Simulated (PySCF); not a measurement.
Isomers of C4H9ClOSi, mass 136.011 u with the commonest isotopes. The calculation used PySCF 2.14.0, PBE0-D3(BJ)/def2-SVP geometry optimisation, gas phase. One conformer each, none proved a minimum here; rigid rotors.

Question: Order these by rotational constant B, largest first.
A. `[CH2:1]=[C:2]([CH3:3])[O:4][SiH2:5][CH2:6][Cl:7]` with C1–C2–O4–Si5 -1°, C2–O4–Si5–C6 -179°, O4–Si5–C6–Cl7 -179°
B. `[CH3:1][O:2][C@@H:3]1[CH2:4][C@H:5]1[SiH2:6][Cl:7]` with C1–O2–C3–C4 154°, C4–C5–Si6–Cl7 148°
C. `[CH2:1]=[CH:2][CH2:3][Si@@H:4]([OH:5])[CH2:6][Cl:7]` with C1–C2–C3–Si4 -110°, C2–C3–Si4–O5 -60°, C3–Si4–O5–H 161°, C3–Si4–C6–Cl7 -166°
D. `[Cl:1][CH2:2][C@@H:3]1[CH2:4][CH2:5][SiH2:6][O:7]1` with Cl1–C2–C3–C4 -64°, C2–C3–C4–C5 -161°, C3–C4–C5–Si6 35°, C4–C5–Si6–O7 -19°, C5–Si6–O7–C3 -4°

Answer: B (1091 MHz), C (943.1 MHz), D (898.8 MHz), A (643.0 MHz).

Question: Order these by dipole moment, smallest first.
A. `[Cl:1][CH2:2][C@@H:3]1[CH2:4][CH2:5][SiH2:6][O:7]1` with Cl1–C2–C3–C4 -64°, C2–C3–C4–C5 -161°, C3–C4–C5–Si6 35°, C4–C5–Si6–O7 -19°, C5–Si6–O7–C3 -4°
B. `[CH2:1]=[CH:2][CH2:3][Si@@H:4]([OH:5])[CH2:6][Cl:7]` with C1–C2–C3–Si4 -110°, C2–C3–Si4–O5 -60°, C3–Si4–O5–H 161°, C3–Si4–C6–Cl7 -166°
C. `[CH3:1][O:2][C@@H:3]1[CH2:4][C@H:5]1[SiH2:6][Cl:7]` with C1–O2–C3–C4 154°, C4–C5–Si6–Cl7 148°

Answer: C (0.88 D), B (1.25 D), A (1.66 D).

Question: Order these by rotational constant A, largest first.
A. `[CH2:1]=[CH:2][CH2:3][Si@@H:4]([OH:5])[CH2:6][Cl:7]` with C1–C2–C3–Si4 -110°, C2–C3–Si4–O5 -60°, C3–Si4–O5–H 161°, C3–Si4–C6–Cl7 -166°
B. `[CH3:1][O:2][C@@H:3]1[CH2:4][C@H:5]1[SiH2:6][Cl:7]` with C1–O2–C3–C4 154°, C4–C5–Si6–Cl7 148°
C. `[Cl:1][CH2:2][C@@H:3]1[CH2:4][CH2:5][SiH2:6][O:7]1` with Cl1–C2–C3–C4 -64°, C2–C3–C4–C5 -161°, C3–C4–C5–Si6 35°, C4–C5–Si6–O7 -19°, C5–Si6–O7–C3 -4°
D. `[CH2:1]=[C:2]([CH3:3])[O:4][SiH2:5][CH2:6][Cl:7]` with C1–C2–O4–Si5 -1°, C2–O4–Si5–C6 -179°, O4–Si5–C6–Cl7 -179°

Answer: D (6287 MHz), C (4829 MHz), A (2865 MHz), B (2593 MHz).

```json
{"SMILES": "ClC[C@@H]1CC[SiH2]O1", "point group": "C1", "Ia (u·Å²)": "104.65", "Ib (u·Å²)": "562.30", "Ic (u·Å²)": "639.43", "κ": "-0.95", "μa (D)": "1.38", "μb (D)": "0.90", "μc (D)": "0.18"}
{"SMILES": "C=C(C)O[SiH2]CCl", "point group": "–", "Ia (u·Å²)": "80.38", "Ib (u·Å²)": "786.01", "Ic (u·Å²)": "853.99", "κ": "-0.98", "μa (D)": "1.28", "μb (D)": "1.04", "μc (D)": "0.02"}
{"SMILES": "C=CC[Si@@H](O)CCl", "point group": "C1", "Ia (u·Å²)": "176.39", "Ib (u·Å²)": "535.85", "Ic (u·Å²)": "618.44", "κ": "-0.88", "μa (D)": "0.69", "μb (D)": "0.75", "μc (D)": "0.72"}
{"SMILES": "CO[C@@H]1C[C@H]1[SiH2]Cl", "point group": "C1", "Ia (u·Å²)": "194.91", "Ib (u·Å²)": "463.30", "Ic (u·Å²)": "626.69", "κ": "-0.68", "μa (D)": "0.62", "μb (D)": "0.62", "μc (D)": "0.05"}
```
